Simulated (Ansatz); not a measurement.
C2H7AlOS, SMILES `[AlH2][CH2]OCS`. Charge 0, multiplicity 1.

```xyz
12

Al   -1.807   -1.128   -1.286
C    -0.725    0.189   -0.299
O     0.653   -0.147   -0.340
C     1.470    0.705    0.392
S     1.284    0.600    2.201
H    -1.166   -2.443   -1.895
H    -3.359   -0.825   -1.434
H    -1.074    0.234    0.746
H    -0.883    1.206   -0.700
H     2.501    0.469    0.128
H     1.269    1.758    0.158
H     1.836   -0.617    2.328
```

Question: Give the diagnostics of a CCSD(T)/def2-TZVPP run (frozen core, Ansatz). (Estimate.)

Answer: The calculation gave: T1 = 0.0117, largest single amplitude 0.011, largest double 0.023, (T) share of the correlation energy 3.9 %, 9 CCSD cycles. The RHF solution is stable towards an unrestricted one. T1 lies under the customary mark of 0.02 for closed shells.
